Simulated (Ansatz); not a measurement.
The first iterations of a band of C₂H₅ClZn (9 atoms, charge 0, multiplicity 1).

Computed with RKS PBE-D4/def2-mTZVP in Ansatz.

| Property | Result |
| --- | --- |
| movable images | 8 |
| climbing image | no |
| spring | 5.0 eV/Å² |
| optimiser | quadratic models (default) |
| start path | through a guess of the saddle point |
| force threshold | 0.05 eV/Å |
| iteration limit | 60 |
| end points | relaxed |

Initial state:

```xyz
9
Properties=species:S:1:pos:R:3
Zn 0.144 1.482 1.012
C 0.625 0.061 -0.234
C -0.489 -0.963 -0.483
H -0.799 -1.473 0.440
Cl -0.393 3.027 2.377
H 1.525 -0.432 0.167
H 0.932 0.542 -1.176
H -0.157 -1.744 -1.188
H -1.388 -0.500 -0.915
```

Final state:

```xyz
9
Properties=species:S:1:pos:R:3
Zn -0.810 0.397 1.511
C 0.892 0.129 -0.737
C -0.107 -0.745 -0.918
H -1.684 -0.854 1.744
Cl 0.119 2.320 1.752
H 1.816 -0.150 -0.225
H 0.838 1.155 -1.101
H -0.045 -1.777 -0.567
H -1.018 -0.475 -1.459
```

| iteration | highest image above the first end (eV) | largest band force component (eV/Å) |
| --- | --- | --- |
| 1 | 13.959 | 44.565 |
| 2 | 6.620 | 20.780 |
| 3 | 3.557 | 9.702 |
| 4 | 2.578 | 3.818 |
| 5 | 2.413 | 1.134 |

Question: Does the band converge within its limit, and where does its top end?

Answer: The run converged. It ended after 17 iterations with the highest image 2.206 eV above the first end. No image climbed, so the highest image needn't sit at the top of the path. The orbitals stay closed-shell, which can raise the energy where a bond breaks towards radicals; this wasn't checked here.

The run took 3 min on 2 threads of AMD EPYC 9R14 (Zen 4), with other jobs on the host, peak memory 0.24 GiB.
